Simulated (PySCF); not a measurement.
N (nitrogen, neutral): UHF calculation

Configuration: [He] 2s1 2p3 3d1, high-spin 6D determinant (an excited configuration). Calculation: PySCF 2.14, in aug-cc-pCVTZ-DK with one added diffuse shell each of s, p, d, f type (8s7p5d3f, 75 functions); scalar relativity by spin-free X2C-1e.

```
Total energy                                                  : -53.793633 hartree
One-electron energy                                           : -71.0123 hartree
Hartree (Coulomb) energy                                      : 23.7682 hartree
Exchange energy                                               : -6.5495 hartree
⟨S²⟩                                                          : 8.7500
⟨L²⟩                                                          : 6.000
Sum of ⟨r⟩                                                    : 11.13 bohr
Sum of ⟨r²⟩                                                   : 43.15 bohr²
Traceless quadrupole moment −½Σ⟨3z² − r²⟩ along its main axis : 10.1 e·bohr²
Langevin diamagnetic susceptibility                           : -34.2 ×10⁻⁶ cm³/mol
```

```json
{"shell": "1s α", "electrons": "1", "mean orbital energy (hartree)": "-16.12896", "spread (hartree)": "0", "rms radius, mean of both spins (bohr)": "0.265"}
{"shell": "1s β", "electrons": "1", "mean orbital energy (hartree)": "-15.94994", "spread (hartree)": "0", "rms radius, mean of both spins (bohr)": "0.265"}
{"shell": "2s α", "electrons": "1", "mean orbital energy (hartree)": "-1.56991", "spread (hartree)": "0", "rms radius, mean of both spins (bohr)": "1.32"}
{"shell": "2p α", "electrons": "3", "mean orbital energy (hartree)": "-0.96801", "spread (hartree)": "0.00197", "rms radius, mean of both spins (bohr)": "1.39"}
{"shell": "3d α", "electrons": "1", "mean orbital energy (hartree)": "-0.02213", "spread (hartree)": "0", "rms radius, mean of both spins (bohr)": "5.96"}
```

The outer electron is Rydberg-like, and this basis confines it to a smaller radius and binds it less than a complete one would.

Spin-orbit constants ζ (cm⁻¹) from the X2C one-electron operator on these orbitals: bare nucleus, nucleus screened by l(l+1)(2l+1)/3 electrons, and screened by the Breit-Pauli mean field of the electrons.

```csv
shell,bare,screened nucleus,mean field
2p,152.6,109.0,91.42
3d,0.4736,0.06766,0.04426
```

To first order the Landé constant is A = 0.008852 cm⁻¹, so the lowest level has J = 1/2 and lies 7.68e-06 eV below the centre of the term. This holds in LS coupling only.
